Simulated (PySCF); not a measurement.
C2H6Se2. Atoms are numbered in the order given.

```xyz
10

Se     0.0984    -0.5789     0.8788
C     -0.4155    -1.8381    -0.5650
C     -1.7178    -1.4921    -1.2652
H     -0.4763    -2.8030    -0.0339
H      0.4306    -1.8947    -1.2647
H     -1.6495    -0.5064    -1.7510
H     -2.5597    -1.4674    -0.5567
H     -1.9435    -2.2378    -2.0464
Se     0.4064     1.3942    -0.3688
H      1.8331     1.1717    -0.7046
```

Coordinates come from a B3LYP-D3(BJ)/def2-SVP optimisation. The values are those of a single conformer.

Computed with PBE/def2-TZVP (PySCF).

ESP charges are fitted to the potential on shells at 1.4 to 2.0 van der Waals radii. Atomic charges (e):

| atom | Mulliken | Löwdin | ESP fit | IAO |
|---|---|---|---|---|
| Se1 | -0.02 | 0.20 | -0.14 | 0.05 |
| C2 | -0.22 | -0.49 | -0.06 | -0.36 |
| C3 | -0.34 | -0.35 | -0.24 | -0.43 |
| H4 | 0.13 | 0.13 | 0.13 | 0.16 |
| H5 | 0.13 | 0.13 | 0.06 | 0.16 |
| H6 | 0.14 | 0.12 | 0.08 | 0.15 |
| H7 | 0.12 | 0.12 | 0.09 | 0.15 |
| H8 | 0.12 | 0.13 | 0.07 | 0.15 |
| Se9 | -0.18 | -0.02 | -0.10 | -0.08 |
| H10 | 0.12 | 0.03 | 0.11 | 0.06 |

Computed Mayer and Wiberg (Löwdin basis) orders of the bonds:
```tsv
bond	Mayer	Wiberg
Se1–C2	0.99	1.40
C2–C3	1.01	1.36
C2–H4	0.93	0.87
C2–H5	0.95	0.88
C3–H6	0.96	0.90
C3–H7	0.96	0.90
C3–H8	0.95	0.89
Se1–Se9	1.18	1.66
Se9–H10	0.94	1.05
```
